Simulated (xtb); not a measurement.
Br2Si, charge -1, doublet, at a GFN2-xTB geometry (a state made from the parent by changing its charge; the spin is typed, not shown lowest). Base run: GFN2-xTB (xtb).

The xtb input:
```
$ xtb mol.xyz --gfn 2 --chrg -1 --uhf 1 --json

# file mol.xyz
3

Si    -0.02533964    -0.00465700     1.31997514
Br     1.11399650    -1.69753432    -0.24869921
Br    -1.10386065     1.69939712    -0.27929084
```

Each row names what was changed in the base input (with any setting that the change needs).

```json
[
 {"change": "base", "ΔE vs base (mEh)": "0.000", "G_solv (kcal/mol)": "-", "SCF cycles": "15"},
 {"change": "gbsa = water", "ΔE vs base (mEh)": "-83.133", "G_solv (kcal/mol)": "-52.97", "SCF cycles": "13"},
 {"change": "alpb = ch2cl2", "ΔE vs base (mEh)": "-75.672", "G_solv (kcal/mol)": "-47.87", "SCF cycles": "14"},
 {"change": "acc = 0.0001", "ΔE vs base (mEh)": "0.000", "G_solv (kcal/mol)": "-", "SCF cycles": "21"},
 {"change": "alpb = toluene", "ΔE vs base (mEh)": "-69.575", "G_solv (kcal/mol)": "-43.87", "SCF cycles": "14"},
 {"change": "file = coord", "ΔE vs base (mEh)": "0.000", "G_solv (kcal/mol)": "-", "SCF cycles": "15"},
 {"change": "acc = 0.1", "ΔE vs base (mEh)": "0.000", "G_solv (kcal/mol)": "-", "SCF cycles": "17"}
]
```

ALPB and GBSA are two models with their own fitted parameters for each solvent, which aren't always the measured dielectric constant.
